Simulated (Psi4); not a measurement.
Psi4 was given this input:
```
memory 2 GB

molecule mol {
0 1
B     0.063640    0.315376   -0.024141
Cl   -1.540658   -0.035747   -0.517427
F     0.474086    1.577062   -0.067854
S     1.211370   -0.940813    0.547327
H     2.224294   -0.109737    0.770419
}

set {
  basis sto-3g
  reference rhf
  freeze_core true
}

energy('mp2')
print_variables()
```

What does this run give for the MP2 correlation energy, total energy, number of basis functions?


```
Item                             Result
-------------------------  ------------
MP2 correlation energy       -0.0934 Eh
total energy               -970.9727 Eh
number of basis functions            29
```
